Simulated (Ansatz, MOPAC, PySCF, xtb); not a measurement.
Bond stretch in SBe, lowest triplet found (which spin is the ground state isn't settled by this scan).

Levels of theory: GFN1-xTB (xtb); UKS-B3LYP/6-31G* = unrestricted B3LYP/6-31G*, spherical d run with PySCF 2.14.0; PM3, unrestricted, heats of formation (MOPAC); FCI = full CI/cc-pVDZ, frozen core in Ansatz (a quantum-chemistry and plane-wave program).

Energies relative to the lowest point of each curve between 1.57 and 2.37 Å, where full CI is lowest, in kcal/mol; the last columns give the difference from FCI:

```json
[
 {"R / Å": "1.46", "GFN1-xTB": "94.5", "UKS-B3LYP/6-31G*": "76.3", "PM3": "35.6", "FCI": "80.5", "GFN1-xTB − FCI": "14.0", "UKS-B3LYP/6-31G* − FCI": "-4.2", "PM3 − FCI": "-44.8"},
 {"R / Å": "1.57", "GFN1-xTB": "41.2", "UKS-B3LYP/6-31G*": "36.8", "PM3": "17.0", "FCI": "39.4", "GFN1-xTB − FCI": "1.9", "UKS-B3LYP/6-31G* − FCI": "-2.5", "PM3 − FCI": "-22.4"},
 {"R / Å": "1.67", "GFN1-xTB": "16.3", "UKS-B3LYP/6-31G*": "16.2", "PM3": "7.0", "FCI": "17.7", "GFN1-xTB − FCI": "-1.4", "UKS-B3LYP/6-31G* − FCI": "-1.5", "PM3 − FCI": "-10.7"},
 {"R / Å": "1.76", "GFN1-xTB": "5.2", "UKS-B3LYP/6-31G*": "6.0", "PM3": "2.2", "FCI": "6.7", "GFN1-xTB − FCI": "-1.5", "UKS-B3LYP/6-31G* − FCI": "-0.8", "PM3 − FCI": "-4.5"},
 {"R / Å": "1.82", "GFN1-xTB": "1.6", "UKS-B3LYP/6-31G*": "2.2", "PM3": "0.6", "FCI": "2.7", "GFN1-xTB − FCI": "-1.0", "UKS-B3LYP/6-31G* − FCI": "-0.4", "PM3 − FCI": "-2.0"},
 {"R / Å": "1.93", "GFN1-xTB": "0.0", "UKS-B3LYP/6-31G*": "0.0", "PM3": "0.0", "FCI": "0.0", "GFN1-xTB − FCI": "0.0", "UKS-B3LYP/6-31G* − FCI": "0.0", "PM3 − FCI": "0.0"},
 {"R / Å": "1.98", "GFN1-xTB": "0.7", "UKS-B3LYP/6-31G*": "0.4", "PM3": "0.5", "FCI": "0.3", "GFN1-xTB − FCI": "0.4", "UKS-B3LYP/6-31G* − FCI": "0.1", "PM3 − FCI": "0.2"},
 {"R / Å": "2.04", "GFN1-xTB": "2.2", "UKS-B3LYP/6-31G*": "1.7", "PM3": "1.5", "FCI": "1.5", "GFN1-xTB − FCI": "0.7", "UKS-B3LYP/6-31G* − FCI": "0.2", "PM3 − FCI": "0.0"},
 {"R / Å": "2.09", "GFN1-xTB": "3.9", "UKS-B3LYP/6-31G*": "3.4", "PM3": "2.8", "FCI": "3.1", "GFN1-xTB − FCI": "0.8", "UKS-B3LYP/6-31G* − FCI": "0.2", "PM3 − FCI": "-0.3"},
 {"R / Å": "2.15", "GFN1-xTB": "6.4", "UKS-B3LYP/6-31G*": "5.9", "PM3": "4.9", "FCI": "5.6", "GFN1-xTB − FCI": "0.8", "UKS-B3LYP/6-31G* − FCI": "0.2", "PM3 − FCI": "-0.8"},
 {"R / Å": "2.27", "GFN1-xTB": "12.1", "UKS-B3LYP/6-31G*": "11.8", "PM3": "10.6", "FCI": "11.7", "GFN1-xTB − FCI": "0.4", "UKS-B3LYP/6-31G* − FCI": "0.2", "PM3 − FCI": "-1.0"},
 {"R / Å": "2.37", "GFN1-xTB": "17.2", "UKS-B3LYP/6-31G*": "17.4", "PM3": "17.0", "FCI": "17.3", "GFN1-xTB − FCI": "0.0", "UKS-B3LYP/6-31G* − FCI": "0.1", "PM3 − FCI": "-0.3"},
 {"R / Å": "2.54", "GFN1-xTB": "26.0", "UKS-B3LYP/6-31G*": "26.9", "PM3": "29.9", "FCI": "26.7", "GFN1-xTB − FCI": "-0.7", "UKS-B3LYP/6-31G* − FCI": "0.2", "PM3 − FCI": "3.2"},
 {"R / Å": "2.74", "GFN1-xTB": "35.6", "UKS-B3LYP/6-31G*": "36.9", "PM3": "44.8", "FCI": "36.1", "GFN1-xTB − FCI": "-0.5", "UKS-B3LYP/6-31G* − FCI": "0.9", "PM3 − FCI": "8.7"},
 {"R / Å": "2.92", "GFN1-xTB": "42.7", "UKS-B3LYP/6-31G*": "44.1", "PM3": "54.9", "FCI": "41.9", "GFN1-xTB − FCI": "0.8", "UKS-B3LYP/6-31G* − FCI": "2.3", "PM3 − FCI": "13.1"},
 {"R / Å": "3.22", "GFN1-xTB": "51.1", "UKS-B3LYP/6-31G*": "52.2", "PM3": "63.8", "FCI": "46.3", "GFN1-xTB − FCI": "4.8", "UKS-B3LYP/6-31G* − FCI": "5.8", "PM3 − FCI": "17.5"},
 {"R / Å": "3.54", "GFN1-xTB": "56.6", "UKS-B3LYP/6-31G*": "56.9", "PM3": "66.7", "FCI": "47.5", "GFN1-xTB − FCI": "9.1", "UKS-B3LYP/6-31G* − FCI": "9.3", "PM3 − FCI": "19.1"},
 {"R / Å": "3.97", "GFN1-xTB": "60.6", "UKS-B3LYP/6-31G*": "59.9", "PM3": "67.3", "FCI": "47.8", "GFN1-xTB − FCI": "12.8", "UKS-B3LYP/6-31G* − FCI": "12.1", "PM3 − FCI": "19.5"}
]
```

GFN1-xTB is furthest from FCI at 1.46 (14.0 kcal/mol, above); its mean absolute difference over the points is 2.9 kcal/mol.

UKS-B3LYP/6-31G* is furthest from FCI at 3.97 (12.1 kcal/mol, above); its mean absolute difference over the points is 2.3 kcal/mol.

PM3 is furthest from FCI at 1.46 (-44.8 kcal/mol, below); its mean absolute difference over the points is 9.3 kcal/mol.

The scan ran from 1.46 to 6.86 Å; beyond the distances shown full CI changes its symmetry label.
